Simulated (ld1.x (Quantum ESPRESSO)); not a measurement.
Tl, ultrasoft: configuration errors across variants

* Element: thallium (Tl)
* Generator: ld1.x (Quantum ESPRESSO) 7.5
* Type: ultrasoft
* Functional: PW91
* Relativity: fully relativistic
* Frozen core: [Xe] 4f14 5d10
* Valence charge: 3
* Reference configuration: 6s1 6p2
* Partial waves: 6s (bound): rcut 1.90, rcutus 2.10 bohr; 6s channel at -0.05 Ry: rcut 1.90, rcutus 2.10 bohr; 6p (bound): rcut 2.10, rcutus 2.45 bohr; 6p channel at 0.6 Ry: rcut 2.10, rcutus 2.45 bohr; 6d channel at 0.3 Ry: rcut 1.85, rcutus 2.10 bohr; 6d channel at 1.4 Ry: rcut 1.85, rcutus 2.10 bohr
* Local potential: all-electron potential smoothed inside 1.95 bohr (lloc = -2)
* Core correction: a·sin(br)/r model core inside 1.95 bohr
* Augmentation charge: PSQ, inside the norm-conserving radii

Open shells are filled in proportion to 2j + 1 (rel_dist='average').

All-electron excitation energies from the reference (eV): (1) 6s2 6p1 -7.319; (2) 6s2 6p0 -1.987; (3) 6s1 6p0 18.894; (4) 6s2 6p0.5 -5.395; (5) 6s1 6p1 6.189; (6) 6s2 6p1.3 -7.846; (7) 6s0 6p3 7.699.

A true bound ghost makes a file unfit for plane-wave use even where its test errors are small: the radial tests pick states by their node count and pass the ghost by.

Errors AE − PS in meV (a dash: test not solved or not reliable):

| change | (1) | (2) | (3) | (4) | (5) | (6) | (7) | bound ghosts |
| --- | --- | --- | --- | --- | --- | --- | --- | --- |
| base | -44 | -8.5 | -203 | -23 | -28 | -53 | -40 | d3/2, d5/2 |
| core correction none | +50 | +164 | +157 | +87 | +9.2 | +36 | +75 | d3/2, d5/2 |
| core correction a·sin(br)/r model core inside 0.84 bohr | -46 | -11 | -209 | -25 | -29 | -55 | -43 | d3/2, d5/2 |
| core correction a·sin(br)/r model core inside 1.18 bohr | -46 | -11 | -209 | -25 | -29 | -55 | -43 | d3/2, d5/2 |
| core correction a·sin(br)/r model core inside 1.58 bohr | -45 | -10 | -207 | -25 | -29 | -54 | -42 | d3/2, d5/2 |
| core correction a·sin(br)/r model core inside 1.82 bohr | -45 | -9.7 | -204 | -24 | -28 | -54 | -42 | d3/2, d5/2 |
| core correction a·sin(br)/r model core inside 2.04 bohr | -43 | -6.9 | -201 | -22 | -28 | -52 | -39 | d3/2, d5/2 |
| core correction a·sin(br)/r model core inside 2.24 bohr | -35 | +2.5 | -198 | -13 | -28 | -45 | -31 | d3/2, d5/2 |
| core correction a·sin(br)/r model core inside 2.48 bohr | -27 | +11 | -190 | -5.1 | -28 | -37 | -15 | d3/2, d5/2 |

(1) Give the same row for: core correction a·sin(br)/r model core inside 1.40 bohr.

Answers

(1) -46, -11, -208, -25, -29, -55, -43; bound ghosts: d3/2, d5/2.
